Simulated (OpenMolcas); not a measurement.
# Cu2+ in a point-charge field

Cu2+ among 6 point charges of -2.2 e arranged as an octahedron (Oh), 1.91 Å from the ion.

* Program: OpenMolcas
* Method: CASSCF
* Basis: ANO-RCC-VDZP [5s4p2d1f]
* Scalar Hamiltonian: DKH2, point nucleus
* Active space: 9 electrons in 5 orbitals (3d)
* State averaging: 2S+1 = 2 even, 5 roots
* Spin-orbit coupling: state interaction with AMFI integrals over the reference wave functions

The lowest spin-free states (labels of O, the rotations of Oh), above the lowest:

```json
{"State": "2E", "Degeneracy": "2", "E (cm-1)": "0.0", "Free-ion L (%)": "D (100)"}
{"State": "2T2", "Degeneracy": "3", "E (cm-1)": "4834", "Free-ion L (%)": "D (100)"}
```

The lowest levels with spin-orbit coupling:

```csv
E (cm-1),Degeneracy,Label,2S+1,g
0.0,4,Γ8,2,
4209,2,Γ7,2,2.00 2.00 2.00
5642,4,Γ8,2,
```

Powder χT (cm3 K/mol): 0.636 at 2 K, 0.638 at 10 K, 0.646 at 50 K, 0.656 at 100 K, 0.677 at 200 K, 0.697 at 300 K. The effective moment at 300 K is 2.828 √(χT) = 2.36 μB.

The lowest level has 2S+1 = 2, for which the spin-only value is χT = S(S+1) / 2 = 0.375 cm3 K/mol (g = 2). The computed 0.697 at 300 K differs by +0.322, through orbital momentum, spin-orbit coupling and any other state in reach.

The gap between the two states is 10Dq = 4834 cm-1.

An orbital doublet at a regular site is open to a Jahn-Teller distortion, which this geometry leaves out. The ground term spreads over less than 5000 cm-1, several times less than with real ligands, so orbital moments are less quenched and χT lies further from the spin-only value than at real sites. Point charges carry no covalency, so the field is a model and not that of real ligands. No measured value stands beside these numbers.
